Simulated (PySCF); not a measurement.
**Co: excitation energy**

Co [Ar] 3d7 4s2 (4F) → Co [Ar] 3d8 4s1 (4F), as a difference of total energies. All numbers are calculated (PySCF 2.14, the spin-free X2C one-electron Hamiltonian (Gaussian nucleus), in x2c-TZVPPall (6s5p4d2f1g, 64 functions)). Correlated levels: valence and next inner shell: [Ne] frozen. The calculations carry no spin-orbit coupling.

| method | excitation energy (eV) | error (eV) |
| --- | --- | --- |
| UHF | 1.939 | +1.522 |
| MP2 (valence and next inner shell) | -0.288 | -0.705 |
| SCS-MP2 (valence and next inner shell) | 0.067 | -0.350 |
| CCSD (valence and next inner shell) | 0.781 | +0.364 |
| CCSD(T) (valence and next inner shell) | 0.685 | +0.268 |

Reference: 0.417 eV (measured; NIST levels, between the centres of gravity of the two terms).

Errors of the correlated levels include the incompleteness of this basis and the frozen core.
